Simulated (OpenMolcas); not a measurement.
# 4f4 along the 58-electron sequence

| Property | Result |
| --- | --- |
| Program | OpenMolcas |
| Method | MS-CASPT2, IPEA 0.25 Eh, imaginary shift 0.1 Eh |
| Basis | ANO-R2 |
| Scalar Hamiltonian | X2C, finite nucleus |
| Spin-orbit coupling | RASSI with atomic mean-field integrals over the reference wave functions, term energies averaged over their components |

Active space for each ion: 4 electrons in 7 orbitals (4f); closed shells correlated by CASPT2: 5s 5p.

Computed levels in cm-1 above 5I4:

| Level | Nd2+ | Pm3+ | Sm4+ |
| --- | --- | --- | --- |
| 5I5 | 1253 | 1607 | 2050 |
| 5I6 | 2620 | 3370 | 4290 |
| 5I7 | 4060 | 5240 | 6640 |
| 5I8 | 5540 | 7160 | 9040 |
| 5F1 | 10820 | 14270 | 16760 |
| 5F2 | 11200 | 14760 | 17360 |
| 5F3 | 11930 | 15680 | 18540 |
| 5F4 | 12700 | 16700 | 19800 |
| 5S2 | 12880 | 16850 | 19810 |
| weight of 5I in the lowest level (%) | 97 | 97 | 97 |

Measured, with the error of the calculation in %. Measured levels: Nd2+ from Ding et al., The Spectrum and Energy Levels of the Low-lying Configurations of Nd III (preprint, 2023).

```
Level          Nd2+
  5I5  1138 (+10.1)
  5I6   2388 (+9.9)
  5I7   3715 (+9.4)
  5I8   5093 (+8.8)
  5F2  10774 (+3.9)
  5F3  11425 (+4.5)
  5F4  12181 (+4.2)
```

The fine-structure level 5I8 changes by a factor of 1.63 from Nd2+ to Sm4+. Its fourth root runs 8.63, 9.20, 9.75, with steps per unit of Z of 0.57, 0.55; equal steps would mean a (Z - σ)^4 law with constant σ.

5F1 changes by a factor of 1.55 over the same range, with steps per unit of Z of +3450, +2490 cm-1.

CASPT2 breaks the degeneracy within a term, and the mean is taken; among the terms shown or strongly mixed into the levels shown the widest spread is 1700 cm-1 (4f4 5I, Nd2+). Over all roots computed the reference weight is 0.85 to 0.90 in Nd2+; the roots of lowest weight are the least certain, and an intruder state may touch them. Blocks of more than 70 roots (2S+1 = 3 even, 1 even) ran without multistate coupling. High states are left out of the spin-orbit mixing, which shifts the levels that they would mix with. Measured partners are found by configuration, term and J. A level has none where our copy of the source lacks it or the pairing is in doubt (some pairs that miss far off the trend of their configuration count as doubtful), and it then counts in no deviation. Levels of configurations outside the active space are missing.
